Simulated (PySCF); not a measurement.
Below is a simulated gas-phase C 1s photoelectron spectrum of `CO[SiH2]C`.

Every computed line was given a Gaussian of 0.8 eV full width at half maximum and an area set by the number of equivalent atoms; the highest printed point is 100. Level of theory: delta-SCF UKS SCAN, pcX-2 on the ionised atom, pcseg-1 elsewhere, spin-free X2C (PySCF).

binding energy (eV), intensity and a bar:
```
    289.2          1 
    289.3          1 
    289.4          3 #
    289.5          6 ##
    289.6         12 ###
    289.7         21 ######
    289.8         34 ##########
    289.9         50 ###############
    290.0         68 ####################
    290.1         84 #########################
    290.2         96 #############################
    290.3        100 ##############################
    290.4         96 #############################
    290.5         84 #########################
    290.6         68 ####################
    290.7         50 ###############
    290.8         34 ##########
    290.9         21 ######
    291.0         12 ####
    291.1          6 ##
    291.2          3 #
    291.3          2 #
    291.4          2 #
    291.5          4 #
    291.6          8 ##
    291.7         16 #####
    291.8         26 ########
    291.9         41 ############
    292.0         58 #################
    292.1         75 #######################
    292.2         90 ###########################
    292.3         99 ##############################
    292.4         99 ##############################
    292.5         91 ###########################
    292.6         77 #######################
    292.7         60 ##################
    292.8         43 #############
    292.9         28 ########
    293.0         17 #####
    293.1          9 ###
    293.2          5 #
    293.3          2 #
    293.4          1 
    293.5          0
```

Task: How many maxima does the curve show, and how many computed lines lie under it?

Result: The curve has 2 maxima (at 290.3 and 292.4 eV). Under it lie 2 lines from 2 inequivalent carbon sites.

Task: Decompose the envelope and assign each component. Numbering: `[CH3:1][O:2][SiH2:3][CH3:4]`.

Result: 
```csv
position (eV),relative area,line,atoms,environment
290.30,1,C 1s,C4,Si-methyl carbon
292.36,1,C 1s,C1,methoxy carbon
```

Task: What are the centre and the root-mean-square width of the whole band?

Result: The area-weighted mean of the lines is 291.33 eV. Their own spread about it is 1.03 eV (rms) and each Gaussian has σ = 0.8/2.355 = 0.34 eV; the variances add, which gives 1.08 eV.

Task: Above which line width would these two lines show one maximum?

Result: Two equal Gaussians merge once their distance is under 2σ = FWHM/1.177. With 2.05 eV between them that is a full width over 2.41 eV.

The listed C 1s values span 2.06 eV, from C4 (bonded to 3 H and Si) to C1 (bonded to O and 3 H). Summing the Pauling electronegativity differences to the bonded atoms, each weighted by its formal bond order, gives -1.70 for the lowest site and -0.16 for the highest.

No satellites, vibrations or lifetime broadening are included. One conformer (not necessarily the lowest) at the PBE0-D3(BJ)/def2-SVP geometry, without solvent, vibrations or thermal averaging.

Shape of the structure used: `[CH3:1][O:2][SiH2:3][CH3:4]`: C1–O2–Si3–C4 180°.
